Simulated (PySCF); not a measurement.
Zr⁺ (zirconium, charge +1) across methods

[Kr] 4d2 5s1, high-spin 4F determinant. Computed with PySCF 2.14 in aug-cc-pVTZ-PP with one added diffuse shell each of s, p, d, f, g type with ECP28MDF (7s7p6d4f3g, 113 functions), with scalar relativity through the core potential.

```tsv
method	E (hartree)	mean ε 4p β (eV)	mean ε 4d α (eV)	mean ε 5s α (eV)	Σ⟨r²⟩ (bohr²)	⟨S²⟩
MN15	-46.4188	-41.030	-12.306	-11.551	40.50	3.751
UHF	-46.11513	-45.581	-15.466	-12.425	40.93	3.756
PBE0	-46.5087	-40.390	-12.159	-11.067	40.26	3.752
r2SCAN	-46.5398	-39.061	-11.201	-10.605	40.22	3.752
wB97X	-46.4897	-42.997	-14.175	-12.513	40.29	3.751
PBE	-46.5182	-38.302	-10.894	-10.477	40.34	3.751
LDA	-46.3727	-38.285	-10.802	-10.718	40.39	3.750
```

Task: Estimate the same row for BP86.

Result: E (hartree) = -46.5692; mean ε 4p β (eV) = -38.453; mean ε 4d α (eV) = -10.960; mean ε 5s α (eV) = -10.644; Σ⟨r²⟩ (bohr²) = 40.19; ⟨S²⟩ = 3.751.

Energies and moments cover only the electrons outside the core potential.
